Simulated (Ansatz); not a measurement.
Ansatz results at the PBE0-D4/def2-TZVP geometry: LUMO energy (PBE0/def2-TZVPP) -3.68 eV; ideal-gas entropy at 298 K and 1 bar (rigid rotor, harmonic PBE0-D4/def2-TZVP) 385 J/(mol·K); LUMO energy (B3LYP/def2-TZVPP) -3.87 eV.

Problem. Which molecule gave them?
A. `C[Se][Ti]([F])([F])[Se]C`
B. `[F][Ti]([F])([SH])[SH]`
C. `[F][Ti]([F])([I])[I]`
D. `[NH2][Ti]([NH2])([NH2])[F]`

Solution. C. The others give `[F][Ti]([F])([SH])[SH]`: -3.11, 375, -3.36; `C[Se][Ti]([F])([F])[Se]C`: -2.73, 481, -2.95; `[NH2][Ti]([NH2])([NH2])[F]`: -1.00, 360, -1.31.

B3LYP here is the variant with VWN-RPA as its local correlation; programs differ in this.
